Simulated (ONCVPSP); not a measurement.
# Before and after: ONCV potential for tantalum (Ta)

```
Element                 : Ta
Generator               : ONCVPSP 4.0.1
Type                    : optimised norm-conserving Vanderbilt (ONCV)
Functional              : PBE
Relativity              : scalar-relativistic
Frozen core             : [Kr] 4d10 4f14
Valence charge          : 13
Reference configuration : 5s2 5p6 5d3 6s2
Partial waves           : 5s+6s: rc 1.80 bohr, ncon 4, nbas 7, qcut 5.2 1/bohr, 3 projectors, debl 1.4 Ha; 5p: rc 1.30 bohr, ncon 4, nbas 7, qcut 5.8 1/bohr, 2 projectors, debl 0.6 Ha; 5d: rc 2.10 bohr, ncon 3, nbas 7, qcut 4.7 1/bohr, 2 projectors, debl 2.9 Ha
Local potential         : polynomial inside 1.25 bohr (lpopt 3, dvloc0 0 Ha)
Core correction         : Teter function, fcfact 4.75, rcfact 1
```

In the p channel the program set the typed energies aside and used -1.448, 0.250 Ha.

Change: p: qcut 7.5.

Cutoffs: the cutoffs (Ha) at which the residual kinetic energy of the hardest occupied pseudo-wave falls to 1 and 0.1 mHa per electron; they do not see the model core or the augmentation charge, which bear on the density cutoff. Errors are all-electron minus pseudo energies relative to the spin-unpolarised reference configuration.

Problem. Predict the effect on cutoff, ghosts and configuration errors.

Solution. The potential gets softer (74 Ha and 89 Ha → 29 Ha and 77 Ha); of the 4 tests that both files solve, the error grows in 1 and shrinks in 0 by more than 15 % and 0.3 meV (median size 1.6 → 1.9 meV); neither file shows a bound ghost.

| quantity | base | changed |
| --- | --- | --- |
| cutoff, loose | 74 Ha | 29 Ha |
| cutoff, tight | 89 Ha | 77 Ha |
| loose cutoff by channel | s 12 Ha, p 74 Ha, d 11 Ha | s 12 Ha, p 29 Ha, d 11 Ha |
| bound ghosts | none | none |
| GHOST(+) flags under 300 eV | none | none |
| error for 5s2 5p6 5d3 6s1, meV [ΔE 8.47 eV] | -2.0 | -2.0 |
| error for 5s2 5p6 5d3 6s0, meV [ΔE 23.44 eV] | +0.3 | +0.3 |
| error for 5s2 5p6 5d2 6s0, meV [ΔE 47.04 eV] | -1.2 | -1.8 |
| error for 5s1 5p6 5d3 6s2, meV [ΔE 79.20 eV] | -691 | -705 |
| s: phases at 1.83 bohr within 0.05 rad from the reference energy up to (Ha; the scan ends near 5) | to the end of the scan | to the end of the scan |
| p: phases at 1.32 bohr within 0.05 rad from the reference energy up to (Ha; the scan ends near 5) | to the end of the scan | to the end of the scan |
| d: phases at 2.13 bohr within 0.05 rad from the reference energy up to (Ha; the scan ends near 5) | to the end of the scan | to the end of the scan |
| rms error of d²Exc/dni dnj with the model core, mHa | 3.10 | 3.11 |
